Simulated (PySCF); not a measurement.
Polarisability and C₆ of Re³⁺ (rhenium, charge +3)

[Xe] 4f14 5d4, high-spin 5D determinant. Computed with PySCF 2.14 in aug-cc-pVTZ-PP with one added diffuse shell each of s, p, d, f, g type with ECP60MDF (7s7p6d4f3g, 113 functions), with scalar relativity through the core potential. Coupled (time-dependent) response in atomic units; α is the mean over directions.

```
method  mean α (bohr³)         α xx, yy, zz  C₆ (like pair)  S(−4)
  PBE0           7.256  6.932, 6.932, 7.903           37.68  14.31
```

S(−4) is the Cauchy moment in α(ω) = α(0) + S(−4) ω² + …

Spin-orbit coupling is absent.

α(iu) at PBE0:

| u (hartree) | α(iu) (bohr³) |
| --- | --- |
| 0 | 7.256 |
| 0.0500 | 7.220 |
| 0.100 | 7.117 |
| 0.200 | 6.754 |
| 0.300 | 6.271 |
| 0.500 | 5.272 |
| 0.750 | 4.235 |
| 1.00 | 3.447 |
| 1.50 | 2.378 |
| 2.00 | 1.716 |
| 3.00 | 0.9892 |
| 5.00 | 0.4333 |

A single London oscillator, α(iu) = α/(1 + u²/ω²), gives C₆ = (3/4) ω α². Matching the computed C₆ needs ω = 4 × 37.68 / (3 × 7.256²) = 0.954 hartree.

For an ion, C₆ is the dispersion term alone; charge-induced terms of lower order in 1/R come first.

The components differ because the open shell of this determinant is not spherical; for a pure term their mean is the scalar polarisability.

Energies and moments cover only the electrons outside the core potential. Spin-orbit coupling, absent here, splits the open shell strongly.
